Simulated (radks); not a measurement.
Problem. Radial electron density D(r) = 4 pi r^2 rho(r) of an atom or ion with 10 electrons. Calculated with a radial shooting solver on a logarithmic mesh with Libxc functionals: scalar-relativistic Kohn-Sham, BLYP, spin-polarised, spherical densities, finite nucleus; Fermi nuclear charge, rms radius of each element as measured or else 0.836 A^(1/3) + 0.57 fm.

r (bohr)  D(r) (e/bohr)
0.003205          7.745
0.003528          9.018
0.003883          10.47
0.004274          12.12
0.004705          13.97
0.005179          16.05
0.005701          18.36
0.006275          20.90
0.006908          23.67
0.007604          26.66
0.00837           29.84
0.009213          33.17
0.01014           36.60
0.01116           40.05
0.01229           43.44
0.01353           46.67
0.01489           49.61
0.01639           52.14
0.01804           54.14
0.01986           55.51
0.02186           56.16
0.02406           56.06
0.02649           55.23
0.02916           53.77
0.03209           51.85
0.03533           49.72
0.03889           47.70
0.0428            46.12
0.04712           45.31
0.05186           45.52
0.05709           46.88
0.06284           49.34
0.06917           52.62
0.07614           56.25
0.08382           59.59
0.09226           61.94
0.1016            62.64
0.1118            61.20
0.1231            57.44
0.1355            51.51
0.1491            43.92
0.1641            35.42
0.1807            26.89
0.1989            19.10
0.2189            12.61
0.241             7.692
0.2652            4.300
0.292             2.185
0.3214           0.9998
0.3538           0.4082
0.3894           0.1472
0.4286          0.04645
0.4718          0.01269

What is the nuclear charge?

Solution. Z = 45. The innermost maximum, from 1s, lies near gamma/Z bohr with gamma = sqrt(1 - (Z/c)^2) = 0.945, here 0.021 bohr (found: 0.0226), and its height grows with Z. The density is that of the rhodium ion Rh35+ in [Ne]; the configuration itself is not fixed sharply by these data, and Z only to a few units. D(r) has 2 maxima, at r = 0.0226, 0.0999 bohr, and minima at 0.0486 bohr, inside which lie 2.10 electrons.
